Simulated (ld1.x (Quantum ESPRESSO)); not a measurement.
# phosphorus, TM: configuration errors across variants

phosphorus, norm-conserving Troullier–Martins (Kleinman–Bylander form), made with ld1.x (Quantum ESPRESSO) 7.5 (PBE, scalar-relativistic). Core [Ne], reference 3s2 3p2 (charge +1). Waves: 3s (bound): rc 1.65 bohr; 3p (bound): rc 2.00 bohr. Local part: all-electron potential smoothed inside 1.35 bohr (lloc = -1). Core correction: none.

All-electron excitation energies from the reference (eV): (1) 3s2 3p3 -9.730; (2) 3s2 3p1 19.147; (3) 3s2 3p0 48.886; (4) 3s2 3p2.5 -5.955; (5) 3s1 3p4 -1.195; (6) 3s1 3p0 100.891; (7) 3s2 3p3.3 -11.036.

Tests that are not counted but printed errors over 1 eV. “all radii scaled by about 0.80 (s 1.32, p 1.60 bohr); local potential all-electron potential smoothed inside 1.08 bohr (lloc = -1)”: 3s2 3p1 (solver errors, printed error -48.5 eV); 3s1 3p0 (solver errors, printed error +12.0 eV); 2 more.

A true bound ghost makes a file unfit for plane-wave use even where its test errors are small: the radial tests pick states by their node count and pass the ghost by. Where a test does run into it, the solver fails or the error is huge.

Errors AE − PS in meV (a dash: test not solved or not reliable):

| change | (1) | (2) | (3) | (4) | (5) | (6) | (7) | bound ghosts |
| --- | --- | --- | --- | --- | --- | --- | --- | --- |
| base | +3.6 | +7.8 | +55 | +1.4 | +1.8 | +217 | +4.9 | none |
| all radii scaled by about 0.80 (s 1.32, p 1.60 bohr); local potential all-electron potential smoothed inside 1.08 bohr (lloc = -1) | -2.4 | – | – | -0.7 | – | – | -3.5 | s |
| all radii scaled by about 0.91 (s 1.50, p 1.82 bohr); local potential all-electron potential smoothed inside 1.24 bohr (lloc = -1) | +3.5 | +7.5 | +53 | +1.3 | +0.9 | +220 | +4.7 | none |
| all radii scaled by about 1.04 (s 1.72, p 2.08 bohr); local potential all-electron potential smoothed inside 1.42 bohr (lloc = -1) | +3.9 | +8.4 | +57 | +1.5 | +3.3 | +214 | +5.3 | none |
| all radii scaled by about 1.14 (s 1.88, p 2.28 bohr); local potential all-electron potential smoothed inside 1.54 bohr (lloc = -1) | +4.4 | +9.5 | +61 | +1.6 | +7.4 | +198 | +6.0 | none |
| all radii scaled by about 1.38 (s 2.28, p 2.76 bohr); local potential all-electron potential smoothed inside 1.86 bohr (lloc = -1) | +5.2 | +11 | +70 | +1.9 | +9.9 | +133 | +7.1 | none |

Problem. Give the same row for: all radii scaled by about 1.28 (s 2.10, p 2.56 bohr); local potential all-electron potential smoothed inside 1.72 bohr (lloc = -1).

Solution. +4.8, +9.9, +61, +1.8, +10, +160, +6.6; bound ghosts: none.
